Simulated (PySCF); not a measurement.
Parent: `[CH3:1][Se:2][CH:3]([CH3:4])[CH3:5]` with C1–Se2–C3–C4 -66°, C4H10Se.

Computed with PBE0-D3(BJ)/def2-SVP geometry optimisation, gas phase in PySCF. One conformer each, not checked by frequencies here.

| coordinate of the parent | value |
| --- | --- |
| C1–Se2 | 1.940 Å |
| Se2–C3 | 1.969 Å |
| C3–C4 | 1.518 Å |
| C3–C5 | 1.520 Å |
| C1–Se2–C3 | 98.1° |
| Se2–C3–C4 | 112.2° |
| Se2–C3–C5 | 107.6° |
| C4–C3–C5 | 112.4° |

Q: How does the shared frame change in `[CH3:1][Se:2][C:3]([F:4])([F:5])[F:6]`, C2H3F3Se? Atoms pair as C1 = C1, Se2 = Se2, C3 = C3 (parent first).

A: 
| parent | relative | value in the relative | change |
| --- | --- | --- | --- |
| C1–Se2 | C1–Se2 | 1.941 Å | +0.001 |
| Se2–C3 | Se2–C3 | 1.950 Å | -0.019 |
| C1–Se2–C3 | C1–Se2–C3 | 94.4° | -3.7 |

Of the parent's bonds, Se2–C3 changes most (-0.019 Å). Bonds of the relative outside the shared frame: C3–F4 1.327, C3–F5 1.333, C3–F6 1.332 Å. Point group C1 → Cs.
